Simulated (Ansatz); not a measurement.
Each of the bonds Be1–H2, Be1–H3 of BeH2 (SMILES [BeH2]) is stretched (multiplicity 1, the rest rigid).
Geometry at rest (charge 0, multiplicity 1):
```xyz
3

Be     0.000     0.000     0.000
H      0.000     0.000    -1.330
H      0.000     0.000     1.330
```

Frozen-core correlation.

Run with Ansatz (a quantum-chemistry and plane-wave program) with Gaussian orbitals. 

Natural occupations of CASSCF(4,4)/cc-pVTZ:

```json
[
 {"R (Å)": "1.330", "occupations": "1.984 1.979 0.024 0.013"},
 {"R (Å)": "2.328", "occupations": "1.885 1.779 0.238 0.098"},
 {"R (Å)": "4.256", "occupations": "1.893 1.003 0.997 0.107"}
]
```

Count the electrons that have left the 2 most occupied orbitals, and the effectively unpaired electrons Σ min(n, 2 − n).


- R = 1.330 Å: 0.04 electrons in the weakly occupied orbitals, 0.07 unpaired
- R = 2.328 Å: 0.34 electrons in the weakly occupied orbitals, 0.67 unpaired
- R = 4.256 Å: 1.10 electrons in the weakly occupied orbitals, 2.21 unpaired
Each bonding pair that breaks into one electron on either fragment adds two; pairs that stay whole add only the little that their own correlation moves into empty orbitals.
